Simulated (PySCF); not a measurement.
# Running PySCF for S⁻

File input.py (PySCF 2.14):

```python
from pyscf import gto, scf, cc

mol = gto.M(
    atom='S 0 0 0',
    basis='cc-pcvdz',
    charge=-1,
    spin=1,
    symmetry=True,
    verbose=4,
)
mf = scf.UHF(mol)
mf.kernel()
mycc = cc.CCSD(mf)
mycc.kernel()
e = mycc.eaccsd(nroots=4)[0]
print('roots (eV) =', (e*27.211386).round(3))
mf.dip_moment()
print('orbital energies (hartree):', [e[max(0, n-3):n+3].round(4) for e, n in zip(mf.mo_energy, mol.nelec)])
```

```bash
$ OMP_NUM_THREADS=1 python input.py
```

It prints (some set-up lines and the per-cycle HOMO/LUMO lines with their warnings removed):

```
PySCF version 2.14.0

[INPUT] verbose = 4
[INPUT] num. atoms = 1
[INPUT] num. electrons = 17
[INPUT] charge = -1
[INPUT] spin (= nelec alpha-beta = 2S) = 1
[INPUT] symmetry True subgroup None
[INPUT] Mole.unit = angstrom
[INPUT] Symbol           X                Y                Z      unit          X                Y                Z       unit  Magmom
[INPUT]  1 S      0.000000000000   0.000000000000   0.000000000000 AA    0.000000000000   0.000000000000   0.000000000000 Bohr   0.0

nuclear repulsion = 0
point group symmetry = SO3
symmetry origin: [0. 0. 0.]
symmetry axis x: [1. 0. 0.]
symmetry axis y: [0. 1. 0.]
symmetry axis z: [0. 0. 1.]
num. orbitals of irrep s+0 = 5
num. orbitals of irrep p-1 = 4
num. orbitals of irrep p+0 = 4
num. orbitals of irrep p+1 = 4
num. orbitals of irrep d-2 = 2
num. orbitals of irrep d-1 = 2
num. orbitals of irrep d+0 = 2
num. orbitals of irrep d+1 = 2
num. orbitals of irrep d+2 = 2
number of shells = 8
number of NR pGTOs = 50
number of NR cGTOs = 27
basis = cc-pcvdz
ecp = {}

******** <class 'pyscf.scf.uhf_symm.SymAdaptedUHF'> ********
method = SymAdaptedUHF
initial guess = minao
damping factor = 0
level_shift factor = 0
DIIS = <class 'pyscf.scf.diis.CDIIS'>
diis_start_cycle = 1
diis_space = 8
diis_damp = 0
SCF conv_tol = 1e-09
SCF conv_tol_grad = None
SCF max_cycles = 50
direct_scf = True
direct_scf_tol = 1e-13
number electrons alpha = 9  beta = 8
Freeze 0 electrons in irreps []
    17 free electrons in irreps s+0 p-1 p+0 p+1 d-2 d-1 d+0 d+1 d+2
Set gradient conv threshold to 3.16228e-05
init E= -397.169462806997

cycle= 1 E= -397.48770364569  delta_E= -0.318  |g|= 0.154  |ddm|= 0.633
cycle= 2 E= -397.503072553145  delta_E= -0.0154  |g|= 0.0481  |ddm|= 0.288
cycle= 3 E= -397.503745691767  delta_E= -0.000673  |g|= 0.00627  |ddm|= 0.0423
cycle= 4 E= -397.503757830418  delta_E= -1.21e-05  |g|= 0.00161  |ddm|= 0.00545
cycle= 5 E= -397.503761228554  delta_E= -3.4e-06  |g|= 0.000582  |ddm|= 0.00362
cycle= 6 E= -397.503761815614  delta_E= -5.87e-07  |g|= 0.000121  |ddm|= 0.00195
cycle= 7 E= -397.503761839556  delta_E= -2.39e-08  |g|= 1.66e-05  |ddm|= 0.000441
cycle= 8 E= -397.503761839958  delta_E= -4.02e-10  |g|= 2.03e-06  |ddm|= 4.58e-05
Extra cycle  E= -397.503761839963  delta_E= -4.49e-12  |g|= 7.6e-07  |ddm|= 3.54e-06
converged SCF energy = -397.503761839963  <S^2> = 0.7502617  2S+1 = 2.0002617

******** <class 'pyscf.cc.uccsd.UCCSD'> ********
CC2 = 0
CCSD nocc = (np.int64(9), np.int64(8)), nmo = (27, 27)
max_cycle = 50
direct = 0
conv_tol = 1e-07
conv_tol_normt = 1e-06
diis_space = 6
diis_start_cycle = 0
diis_start_energy_diff = 1e+09
Init t2, MP2 energy = -0.31784871140354
Init E_corr(UCCSD) = -0.320151670573301
cycle = 1  E_corr(UCCSD) = -0.331779401130201  dE = -0.0116277306  norm(t1,t2) = 0.033205
cycle = 2  E_corr(UCCSD) = -0.334274174301595  dE = -0.00249477317  norm(t1,t2) = 0.00939383
cycle = 3  E_corr(UCCSD) = -0.335125964792544  dE = -0.000851790491  norm(t1,t2) = 0.00340939
cycle = 4  E_corr(UCCSD) = -0.33511872803857  dE = 7.23675397e-06  norm(t1,t2) = 0.000381954
cycle = 5  E_corr(UCCSD) = -0.335114857806524  dE = 3.87023205e-06  norm(t1,t2) = 0.000102564
cycle = 6  E_corr(UCCSD) = -0.335116812161762  dE = -1.95435524e-06  norm(t1,t2) = 2.7593e-05
cycle = 7  E_corr(UCCSD) = -0.335116436346092  dE = 3.7581567e-07  norm(t1,t2) = 7.28995e-06
cycle = 8  E_corr(UCCSD) = -0.33511650782893  dE = -7.14828374e-08  norm(t1,t2) = 1.19267e-06
cycle = 9  E_corr(UCCSD) = -0.335116511148608  dE = -3.31967831e-09  norm(t1,t2) = 3.01832e-07
UCCSD converged
E(UCCSD) = -397.8388783511114  E_corr = -0.3351165111486081

******** <class 'pyscf.cc.eom_uccsd.EOMEA'> ********
max_space = 20
max_cycle = 50
conv_tol = 1e-07
partition = None
EOM-CCSD root 0 E = 0.2773670080098102  qpwt = 0.961343  conv = True
EOM-CCSD root 1 E = 0.8999355775770436  qpwt = 0.762124  conv = True
EOM-CCSD root 2 E = 0.900684975445453  qpwt = 0.948448  conv = True
EOM-CCSD root 3 E = 0.9196881800043111  qpwt = 0.879413  conv = True
roots (eV) = [ 7.548 24.488 24.509 25.026]

WARN: System has nonzero charge -1; the dipole moment is origin-dependent.
Location of origin: [0. 0. 0.]

Dipole moment(X, Y, Z, Debye):  0.00000,  0.00000,  0.00000
orbital energies (hartree): [array([-0.1203, -0.0683, -0.0683,  0.9543,  0.9547,  0.9946]), array([-0.4829, -0.0411, -0.0411,  0.321 ,  0.9811,  1.0068])]
```

In short: E(SCF) = -397.503762 Eh, 8 cycles, E(CCSD) − E(SCF) = -0.33512 Eh, ⟨S²⟩ = 0.750, attachment roots 7.548, 24.488, 24.509, 25.026 eV.

It ran on Arm Neoverse V1 (1 thread, shared host) in 2.1 s.

The basis has no diffuse functions, which an anion needs. Positive EA roots mean that the added electron is unbound. No search for the lowest solution was made.
